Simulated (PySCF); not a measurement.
# How methods differ on the excitation energy of Xe

Xe [Xe] (1S) → Xe [Kr] 4d10 5s2 5p5 6s1 (3P), as a difference of total energies. Calculation: PySCF 2.14, in aug-cc-pwCVTZ-DK3 with one added diffuse shell each of s, p, d, f type (11s10p8d5f1g, 125 functions); the spin-free X2C one-electron Hamiltonian (Gaussian nucleus). Correlated levels: valence: [Kr] 4d10 frozen; valence and next inner shell: [Ar] 3d10 frozen. The calculations carry no spin-orbit coupling.

| method | excitation energy (cm⁻¹) |
| --- | --- |
| UHF | 64900 |
| LDA | 69378 |
| PBE | 67939 |
| PBE0 | 69128 |
| SCS-MP2 (valence) | 69197 |
| MP2 (valence and next inner shell) | 69908 |
| SCS-MP2 (valence and next inner shell) | 69736 |

Estimate what MP2 (valence) gives.

69071 cm⁻¹, closest to PBE0 among the rows shown.

Estimate what r2SCAN gives.

70323 cm⁻¹, closest to MP2 (valence and next inner shell) among the rows shown.

A first-order spin-orbit estimate (lowest level to lowest level, LS coupling) adds -0.403 eV.

The promoted electron is Rydberg-like, and one or two diffuse shells describe it only roughly, which tends to raise the upper state.
